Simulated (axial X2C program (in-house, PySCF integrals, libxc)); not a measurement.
# CaPb: cheaper levels and CCSD(T), two-component

All values were computed with an in-house relativistic program for diatomic molecules. Two-component (2c) means X2C with spin–orbit coupling and atomic mean-field two-electron Coulomb and Gaunt terms. Basis: Pb dyall-cv3z [12s14p10d7f1g], Ca dyall-cv3z [11s12p6d4f] (cores contracted in-house); Gaussian nuclei, density fitting, unrestricted open shells. Masses: Pb 207.977 u, Ca 39.963 u.

State: Ω = 0 (closed shell); fragments Pb + Ca.

| level | Re (Å) | ωe (cm⁻¹) | De (eV) |
| --- | --- | --- | --- |
| PBE0 | 3.201 | 120.5 | 0.563 |
| CCSD | 3.378 | 94.4 | 0.237 |
| M06 | 3.275 | 110.3 | 0.520 |

Correlated methods: 6 electrons correlated (number of frozen shells: Pb 5 s, 4 p, 3 d, 1 f; Ca 3 s, 2 p), 316 virtual spin orbitals or spinors in MP2, 90 natural virtuals in coupled cluster.

CCSD(T), same Hamiltonian and basis:

Re = 3.324 Å, ωe = 107.4 cm⁻¹, De = 0.33 eV; T1 = 0.036 (Lee–Taylor normalisation).

(1) Give the differences from CCSD(T) in the columns below.

The state is one determinant whose occupation by symmetry is held fixed; it was picked as the lowest of a PBE0 search that is not exhaustive. De is counted from the lowest determinant-based energies of the atoms at the same level, without counterpoise correction. Coupled cluster ran in a truncated set of natural virtual spinors; the MP2 energy of the rest was added. (T) has no such correction and the atoms are truncated less, which lowers De at CCSD(T) by a hundredth of an eV or more. PBE0 can misorder states that lie within some tenths of an eV, so this need not be the ground state of the molecule. The nearest other 2c determinant of the search, Ω = 1, lies 0.19 eV up at the distance of the search. The outer-core s and p shells of the metal are frozen in the correlated rows, which leaves out core–valence correlation; for alkali and alkaline-earth bonds that tends to lengthen them. The 2c closed shell (π1/2)² is the Ω = 0⁺ component of the spin-free π² triplet, mixed with the ¹Σ⁺ state; no single spin-free determinant represents it. The determinant is spin-polarised beyond a pure state at some levels (its spin-free form has ⟨S²⟩ too high), which makes Re and μ there less reliable. The T1 diagnostic is large, a sign of multireference character. With the outer-core shells frozen, correlated bond lengths of heavy atoms tend to come out a few hundredths of an ångström too long. The levels of this run spread widely (ωe from 94 to 121 cm⁻¹), so these constants depend on the method.

## Answers

(1) 

| level | ΔRe (Å) | Δωe (cm⁻¹) | ΔDe (eV) |
| --- | --- | --- | --- |
| PBE0 | -0.123 | 13.1 | 0.23 |
| CCSD | 0.054 | -13.0 | -0.09 |
| M06 | -0.049 | 2.9 | 0.19 |
